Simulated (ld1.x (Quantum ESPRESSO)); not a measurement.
## Building the ultrasoft potential for boron (LDA (PZ), scalar-relativistic).

B, ultrasoft, made with ld1.x (Quantum ESPRESSO) 7.5 (LDA (PZ), scalar-relativistic). Core [He], reference 2s2 2p1. Waves: 2s (bound): rcut 1.15, rcutus 1.30 bohr; 2s channel at 2.25 Ry: rcut 1.15, rcutus 1.30 bohr; 2p (bound): rcut 2.20, rcutus 2.50 bohr; 2p channel at -0.13 Ry: rcut 2.20, rcutus 2.50 bohr. Local part: all-electron potential smoothed inside 1.80 bohr (lloc = -1). Core correction: Bessel-smoothed model core inside 0.70 bohr. Augmentation charge: PSQ, inside the norm-conserving radii.

* Cutoffs needed: 15 Ry and 21 Ry (the cutoffs (Ry, on a coarse ladder) from which the occupation-weighted sum of valence levels, in a spherical-Bessel basis at the reference potential, stays within 10 and 1 mRy of its value at 400 Ry)
* Ghost test: no extra level below or beside the all-electron valence levels (s, p, d, f tested) (spherical-Bessel basis up to 400 Ry, 20 bohr box)
* Configuration tests: test run stopped at test 3 of 9 (negative rho)
* Lowest eigenvalue of the overlap operator: 0.51 (s channel)
* Density cutoff estimated by the generator: 142 Ry
